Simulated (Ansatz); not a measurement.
```xyz
2

B     0.0000    0.0000    0.5724
O     0.0000    0.0000   -0.5724
```

Basis set: STO-3G (spherical functions). Left uncorrelated: 2 orbitals. Correlation on ROHF uses semicanonical orbitals with singles. Charge 0, multiplicity 2.

Computed with Ansatz (development build ahead of 0.2.0); the reference of a correlated method needn't be the lowest determinant of its kind.

Task: Give the atomization energy at this shape (free ground-state atoms in the same class of orbitals less the molecule, no zero-point energy) of doublet BO by ROHF-CCSD(T), UHF-CCSD(T).

Result:

```json
{"method": "ROHF-CCSD(T)", "atomization energy": "764.6 kJ/mol"}
{"method": "UHF-CCSD(T)", "atomization energy": "762.7 kJ/mol"}
```

Caution: the reference determinant was not shown to be the lowest; the shape is not the minimum. Caution for UHF-CCSD(T): the unrestricted determinant is spin contaminated.

This basis has no polarisation functions and is too small for such energies, which can lie far from measured ones in either direction.
